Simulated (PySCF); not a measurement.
Cd(H)(Me) (CH₄Cd), SMILES [CH3][CdH].

Coordinates come from a B3LYP-D3(BJ)/def2-TZVP optimisation. The def2 effective core potentials stand for the cores of Cd; spin–orbit coupling is left out.

Method: PBE/def2-TZVPD in PySCF.

The molecule is in vacuum.

Computed frontier levels, gap, dipole moment and polarisability:
```json
{
  "highest_occupied_level": "-6.15 eV",
  "lowest_empty_level": "-1.07 eV",
  "orbital_gap": "5.08 eV",
  "dipole_moment": "0.48 D",
  "quadrupole, principal values (traceless, Buckingham form, about the centre of nuclear charge)": "-7.06, 3.53, 3.53 D·Å",
  "mean_static_polarisability": "50.4 bohr³ (7.47 Å³)",
  "polarisability_principal_values": "40.8, 40.8, 69.6 bohr³"
}
```
